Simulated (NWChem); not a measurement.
Molecule: BSiH3OF2; SMILES FB(F)O[SiH3]

```xyz
8

B     -0.0458     0.9696    -0.0467
F     -0.6674     2.0841     0.2853
F      1.0627     1.0739    -0.7693
O     -0.5259    -0.2205     0.3380
Si     0.0053    -1.7993     0.0933
H      1.3635    -1.9668     0.6825
H      0.0381    -2.0952    -1.3665
H     -0.9719    -2.6820     0.7807
```
Atoms are numbered in this order, from 1.

Level: PBE0/def2-SVP (NWChem), optimised geometry, unscaled harmonic frequencies. 

### Question
List the harmonic frequencies with IR intensities, and the thermochemistry.

### Answer
```json
[
 {"frequency (cm⁻¹)": "47", "IR intensity (km/mol)": "0.0"},
 {"frequency (cm⁻¹)": "96", "IR intensity (km/mol)": "0.9"},
 {"frequency (cm⁻¹)": "101", "IR intensity (km/mol)": "0.3"},
 {"frequency (cm⁻¹)": "406", "IR intensity (km/mol)": "15.1"},
 {"frequency (cm⁻¹)": "498", "IR intensity (km/mol)": "13.8"},
 {"frequency (cm⁻¹)": "675", "IR intensity (km/mol)": "20.7"},
 {"frequency (cm⁻¹)": "701", "IR intensity (km/mol)": "25.2"},
 {"frequency (cm⁻¹)": "733", "IR intensity (km/mol)": "112.0"},
 {"frequency (cm⁻¹)": "754", "IR intensity (km/mol)": "58.5"},
 {"frequency (cm⁻¹)": "947", "IR intensity (km/mol)": "67.6"},
 {"frequency (cm⁻¹)": "948", "IR intensity (km/mol)": "77.5"},
 {"frequency (cm⁻¹)": "973", "IR intensity (km/mol)": "290.5"},
 {"frequency (cm⁻¹)": "1028", "IR intensity (km/mol)": "71.0"},
 {"frequency (cm⁻¹)": "1434", "IR intensity (km/mol)": "329.3"},
 {"frequency (cm⁻¹)": "1512", "IR intensity (km/mol)": "857.5"},
 {"frequency (cm⁻¹)": "2258", "IR intensity (km/mol)": "56.5"},
 {"frequency (cm⁻¹)": "2264", "IR intensity (km/mol)": "122.1"},
 {"frequency (cm⁻¹)": "2286", "IR intensity (km/mol)": "98.0"}
]
```

The zero-point energy is 25.2 kcal/mol. The thermal correction to the enthalpy at 298.15 K (with zero-point energy) comes out as 29.8 kcal/mol, the heat capacity Cv is 19.6 cal/(mol K) and the entropy at 298.15 K and 1 atm (symmetry number 1) comes out as 81.2 cal/(mol K). The dipole moment is 1.92 D.

Rigid rotor and harmonic oscillator; modes under 100 cm⁻¹ make the entropy uncertain.
